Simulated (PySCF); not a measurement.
H3P, triplet, at a GFN2-xTB geometry (a higher spin typed on purpose: for a closed-shell molecule this is an excited state); DF-BLYP/6-31+G* (PySCF).

PySCF was given this input:
```python
from pyscf import gto, scf, dft

mol = gto.Mole()
mol.atom = '''
    P    -0.078617    0.008835    0.017943
    H     0.124095    1.502395    0.007320
    H     1.266459   -0.142329   -0.289047
    H    -0.211291   -1.492595    0.012581
'''
mol.basis = '6-31+g*'
mol.charge = 0
mol.spin = 2
mol.verbose = 4
mol.build()

mf = dft.UKS(mol)
mf.xc = 'blyp'
mf = mf.density_fit(auxbasis='def2-universal-jkfit')
mf.kernel()
```

The log (banner, timings and long lists left out):

```
PySCF version 2.14.0

[INPUT] verbose = 4
[INPUT] num. atoms = 4
[INPUT] num. electrons = 18
[INPUT] charge = 0
[INPUT] spin (= nelec alpha-beta = 2S) = 2
[INPUT] symmetry False subgroup None
[INPUT] Mole.unit = angstrom
[INPUT] Symbol           X                Y                Z      unit          X                Y                Z       unit  Magmom
[INPUT]  1 P     -0.078617000000   0.008835000000   0.017943000000 AA   -0.148564598735   0.016695730311   0.033907355853 Bohr   0.0
[INPUT]  2 H      0.124095000000   1.502395000000   0.007320000000 AA    0.234505563428   2.839115080916   0.013832795232 Bohr   0.0
[INPUT]  3 H      1.266459000000  -0.142329000000  -0.289047000000 AA    2.393260657991  -0.268962829583  -0.546219667127 Bohr   0.0
[INPUT]  4 H     -0.211291000000  -1.492595000000   0.012581000000 AA   -0.399282122585  -2.820595764895   0.023774644373 Bohr   0.0

nuclear repulsion = 16.9498599438188
number of shells = 16
number of NR pGTOs = 67
number of NR cGTOs = 28
basis = 6-31+g*
ecp = {}

******** <class 'pyscf.df.df_jk.DFUKS'> ********
method = DFUKS
initial guess = minao
damping factor = 0
level_shift factor = 0
DIIS = <class 'pyscf.scf.diis.CDIIS'>
diis_start_cycle = 1
diis_space = 8
diis_damp = 0
SCF conv_tol = 1e-09
SCF conv_tol_grad = None
SCF max_cycles = 50
direct_scf = False
number electrons alpha = 10  beta = 8
XC library pyscf.dft.libxc version 7.1.2
    S. Lehtola, C. Steigemann, M. J. T. Oliveira, and M. A. L. Marques,  SoftwareX 7, 1–5 (2018)
XC functionals = blyp
    A. D. Becke,  Phys. Rev. A 38, 3098 (1988)
    C. Lee, W. Yang, and R. G. Parr,  Phys. Rev. B 37, 785 (1988)
    B. Miehlich, A. Savin, H. Stoll, and H. Preuss,  Chem. Phys. Lett. 157, 200 (1989)
radial grids:
    Treutler-Ahlrichs [JCP 102, 346 (1995); DOI:10.1063/1.469408] (M4) radial grids

becke partition: Becke, JCP 88, 2547 (1988); DOI:10.1063/1.454033
pruning grids: <function nwchem_prune>
grids dens level: 3
symmetrized grids: False
atomic radii adjust function: <function treutler_atomic_radii_adjust>
small_rho_cutoff = 0
Set gradient conv threshold to 3.16228e-05
tot grids = 48608
init E= -342.922650069023

cycle= 1 E= -342.976185096558  delta_E= -0.0535  |g|= 0.0562  |ddm|=  1.6

cycle= 2 E= -342.978957849686  delta_E= -0.00277  |g|= 0.0144  |ddm|= 0.155

cycle= 3 E= -342.979094794941  delta_E= -0.000137  |g|= 0.00767  |ddm|= 0.0372

cycle= 4 E= -342.979145297095  delta_E= -5.05e-05  |g|= 0.00271  |ddm|= 0.0212

cycle= 5 E= -342.9791514998  delta_E= -6.2e-06  |g|= 0.000818  |ddm|= 0.00872

cycle= 6 E= -342.979152038771  delta_E= -5.39e-07  |g|= 0.000106  |ddm|= 0.00175

cycle= 7 E= -342.979152048993  delta_E= -1.02e-08  |g|= 1.29e-05  |ddm|= 0.000225

cycle= 8 E= -342.979152049179  delta_E= -1.86e-10  |g|= 1.21e-06  |ddm|= 3.3e-05

Extra cycle  E= -342.979152049182  delta_E= -2.44e-12  |g|= 4.9e-07  |ddm|= 3.42e-06
converged SCF energy = -342.979152049182  <S^2> = 2.0047558  2S+1 = 3.0031688
```
